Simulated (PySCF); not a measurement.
Excitations are Tamm–Dancoff values on a coarser integration grid. The basis has no diffuse functions, so Rydberg states are missing or too high.

Cartesian coordinates (Å):
SMILES: [OH][Ga]([OH])[F]
```xyz
6

O      1.3410    -0.6881    -0.0447
Ga    -0.0960     0.3406     0.0351
O     -1.7411    -0.2811    -0.0707
F      0.1091     2.0605     0.2284
H      2.1631    -0.1968     0.0280
H     -1.7760    -1.2351    -0.1761
```
Charge 0, spin multiplicity 1.

Task: Estimate the brightest of the four lowest singlets (TDA), HOMO, T1 excitation (TDA), dipole moment and S1–T1 gap (TDA) that PySCF 2.14.0 with PBE-D3(BJ)/def2-TZVP // PBE0-D4/def2-TZVP returns for this input.

Result: 
| Property | Value |
|---|---|
| brightest of the four lowest singlets (TDA) | 6.35 eV |
| HOMO | -7.60 eV |
| T1 excitation (TDA) | 5.12 eV |
| dipole moment | 1.91 D |
| S1–T1 gap (TDA) | 0.35 eV |
